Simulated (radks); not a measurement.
The nitrogen anion N- inside a hard spherical wall (all orbitals vanish at R), configuration held at [He] 2s2 2p4 and not refilled when levels cross. Calculated with a radial shooting solver on a logarithmic mesh with Libxc functionals: scalar-relativistic Kohn-Sham, PBE, spin-polarised, spherical densities, point nucleus; open shells are filled with parallel spins first. Eigenvalues in eV for spin up, with the zero of energy where the potential of the charges vanishes at infinity; a dash marks a level that is unbound or too diffuse for the functional's potential to be trusted. A positive occupied level is held by the wall or, in an anion where self-interaction has pushed it up, behind a barrier. The pressure on the wall is -dE/dV.

| R (bohr) | E (hartree) | kinetic (hartree) | e(1s) | e(2s) | e(2p) | e(3s, empty) | e(3p, empty) | pressure (GPa) |
|---|---|---|---|---|---|---|---|---|
| 20 | -54.58143 | 54.494 | -376.70 | -12.596 | -1.244 | - | - | 0.00713 |
| 12 | -54.56990 | 54.469 | -374.58 | -10.378 | 0.851 | 3.676 | 4.474 | 0.0237 |
| 10 | -54.56656 | 54.466 | -374.06 | -9.846 | 1.336 | 4.598 | 5.783 | 0.0480 |
| 8 | -54.56019 | 54.478 | -373.40 | -9.242 | 1.896 | 6.294 | 8.168 | 0.186 |
| 5 | -54.49798 | 54.687 | -370.15 | -6.856 | 4.342 | 15.218 | 19.204 | 6.00 |
| 4 | -54.37323 | 55.127 | -366.11 | -4.263 | 7.250 | 25.765 | 30.567 | 32.6 |
| 3 | -53.86107 | 56.776 | -355.25 | 2.691 | 15.177 | 53.977 | 58.063 | 266 |
| 2.5 | -53.04598 | 59.072 | -343.29 | 11.149 | 24.482 | 87.248 | 88.298 | 927 |
| 2 | -50.94669 | 64.187 | -321.72 | 29.461 | 43.280 | 156.16 | 147.49 | 3930 |
| 1.5 | -44.67092 | 77.156 | -280.73 | 77.741 | 87.040 | 323.91 | 282.50 | 22700 |
